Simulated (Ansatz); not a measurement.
A nudged elastic band was laid between two geometries of CH8GaNO (12 atoms, charge 0, multiplicity 1).

These are results of RKS revPBE/def2-SVP in Ansatz, not measurements.

* movable images: 7
* climbing image: yes
* spring: 5.0 eV/Å²
* optimiser: quadratic models (default)
* start path: through a guess of the saddle point
* force threshold: 0.05 eV/Å
* iteration limit: 60
* end points: relaxed

First end point:

```xyz
12
Properties=species:S:1:pos:R:3
Ga -1.452 -0.277 0.392
N -0.098 -1.288 1.341
H -1.803 -0.846 -1.047
H -2.338 0.692 1.269
H 0.736 0.086 0.562
O 0.380 0.886 0.033
C 1.040 1.036 -1.228
H 0.071 -2.249 1.019
H -0.174 -1.321 2.365
H 2.109 1.301 -1.077
H 0.980 0.117 -1.854
H 0.550 1.864 -1.775
```

Last end point:

```xyz
12
Properties=species:S:1:pos:R:3
Ga -1.181 -0.063 0.112
N -0.116 -1.310 1.534
H -1.621 -1.054 -1.055
H -2.171 0.731 1.067
H 0.810 -0.866 1.407
O 0.474 0.774 -0.159
C 0.938 1.227 -1.405
H -0.029 -2.308 1.300
H -0.387 -1.233 2.523
H 2.042 1.390 -1.362
H 0.752 0.509 -2.247
H 0.487 2.205 -1.714
```

Q: What changes between the two ends?

A: Bonds broken: H5–O6. Bonds formed: N2–H5.

Q: What energy profile does the band end with?

A: It converged. The highest image is number 2 of 0 to 8, 4.9 kJ/mol above the first end and 50.0 kJ/mol above the last; the last end lies 45.1 kJ/mol below the first. A vibrational analysis at the climbing image gives one clearly imaginary mode, 677i cm⁻¹: a first-order saddle point. The orbitals stay closed-shell, which can raise the energy where a bond breaks towards radicals; this wasn't checked here.

```
image  path coordinate (Å)  energy (kJ/mol)  H5–O6 (Å)  N2–H5 (Å)
    0                 0.00              0.0       1.02       1.79
    1                 0.21              1.6       1.06       1.61
    2                 0.42              4.9       1.17       1.40
    3                 0.78            -18.9       1.53       1.12
    4                 1.13            -37.2       1.88       1.05
    5                 1.49            -42.6       2.17       1.04
    6                 1.84            -44.4       2.33       1.03
    7                 2.20            -44.9       2.34       1.03
    8                 2.55            -45.1       2.29       1.03
```

Q: What is the geometry of the highest image?

A: 
```xyz
12
Properties=species:S:1:pos:R:3
Ga -1.460 -0.177 0.319
N -0.046 -1.217 1.287
H -1.864 -0.854 -1.054
H -2.348 0.714 1.271
H 0.604 -0.148 0.657
O 0.348 0.809 0.042
C 1.025 1.015 -1.191
H 0.159 -2.169 0.959
H -0.064 -1.235 2.314
H 2.087 1.291 -1.005
H 1.008 0.117 -1.854
H 0.550 1.853 -1.744
```

Q: What are the harmonic wavenumbers there?

A: 677i, 105, 131, 169, 356, 401, 417, 471, 506, 596, 651, 710, 750, 775, 1079, 1141, 1146, 1413, 1422, 1431, 1439, 1497, 1795, 1896, 1924, 2914, 2993, 3028, 3436, 3530 cm⁻¹.

Run time: 4.7 min on 2 threads of Arm Neoverse V1, on a shared host, peak memory 0.16 GiB.
